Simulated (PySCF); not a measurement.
The complex [NiI3]- (charge -1) contains Ni(II), shell d8. The structure is a model geometry with rigid ligands and bond lengths from ionic radii, not a minimum; coordination trigonal planar, point group D3h, metal–donor distances 2.57 Å.

Method (PySCF 2.14, density fitting): CASSCF(8,5) with orbitals averaged over all microstates of the shell, strongly contracted NEVPT2 on the averaged canonical orbitals; basis x2c-TZVPall on the metal, x2c-SVPall elsewhere; spin-free X2C; gas phase; spin-orbit coupling by state interaction with the mean-field operator over all roots.

CASSCF energies above the lowest CASSCF root:

```json
{"state": "3A1''", "CASSCF / cm⁻¹": "0"}
{"state": "3A2''", "CASSCF / cm⁻¹": "35"}
{"state": "3E'", "CASSCF / cm⁻¹": "546"}
{"state": "3E''", "CASSCF / cm⁻¹": "1151"}
{"state": "3A2'", "CASSCF / cm⁻¹": "1297"}
{"state": "1A1'", "CASSCF / cm⁻¹": "15125"}
{"state": "1E''", "CASSCF / cm⁻¹": "15872"}
{"state": "1E'", "CASSCF / cm⁻¹": "16850"}
{"state": "3A2'", "CASSCF / cm⁻¹": "17307"}
{"state": "3E''", "CASSCF / cm⁻¹": "20976"}
{"state": "1E'", "CASSCF / cm⁻¹": "21262"}
{"state": "1A1''", "CASSCF / cm⁻¹": "24207"}
{"state": "1A2''", "CASSCF / cm⁻¹": "24302"}
{"state": "1E'", "CASSCF / cm⁻¹": "26382"}
{"state": "1E''", "CASSCF / cm⁻¹": "27423"}
{"state": "1A1'", "CASSCF / cm⁻¹": "27740"}
{"state": "1A1'", "CASSCF / cm⁻¹": "61048"}
```

Q: How does dynamic correlation (SC-NEVPT2) move these states?

A: 
| state | NEVPT2 / cm⁻¹ | shift / cm⁻¹ |
| --- | --- | --- |
| 3A1'' | 0 | 0 |
| 3A2'' | 33 | -2 |
| 3E' | 846 | +300 |
| 3E'' | 1780 | +630 |
| 3A2' | 1833 | +536 |
| 1A1' | 12488 | -2637 |
| 1E'' | 13831 | -2040 |
| 1E' | 15336 | -1514 |
| 3A2' | 13670 | -3637 |
| 3E'' | 19276 | -1700 |
| 1E' | 17142 | -4121 |
| 1A1'' | 21830 | -2377 |
| 1A2'' | 21953 | -2349 |
| 1E' | 25348 | -1034 |
| 1E'' | 26990 | -433 |
| 1A1' | 27487 | -253 |
| 1A1' | 52392 | -8655 |

The geometry is a model, and the complex may not exist in this form. 3A2'' (33 cm⁻¹) lies within 300 cm⁻¹ of 3A1'' at NEVPT2 level, inside the method's error: their order is undecided.
